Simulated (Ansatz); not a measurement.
C$_{2}$H$_{4}$ClGe, SMILES `C=[CH][GeH][Cl]` radical. The species carries charge 0 and has multiplicity 2.

```xyz
8

C     0.321   -0.561   -1.180
C    -0.131   -0.724    0.060
Ge    0.048    0.605    1.445
Cl    0.584    2.481    0.509
H     0.229   -1.346   -1.925
H     0.786    0.366   -1.502
H    -0.578   -1.671    0.356
H    -1.260    0.849    2.237
```

Problem. List the harmonic frequencies (cm⁻¹, unscaled) at PBE0-D4/def2-TZVP in Ansatz. (Estimate.)

Solution. Ansatz gave: 111, 140, 322, 404, 431, 566, 611, 676, 988, 1000, 1016, 1271, 1423, 1636, 2074, 3137, 3157, 3226.

Problem. Is this a minimum?

Solution. Yes, all 18 modes are real.

Problem. Give the ideal-gas thermochemistry at 298.15 K and 1 bar (rigid rotor, harmonic oscillator; point group C1, symmetry number 1).

Solution. Zero-point energy 132.7 kJ/mol; H(298) − E = 150.4 kJ/mol; entropy 333.6 J/(mol·K), of which translation 170.1, rotation 112.6, vibration 45.1, electronic 5.8; G(298) − E = 50.9 kJ/mol.

Problem. Rotational constants (cm⁻¹)?

Solution. 0.1694, 0.09394, 0.06118.
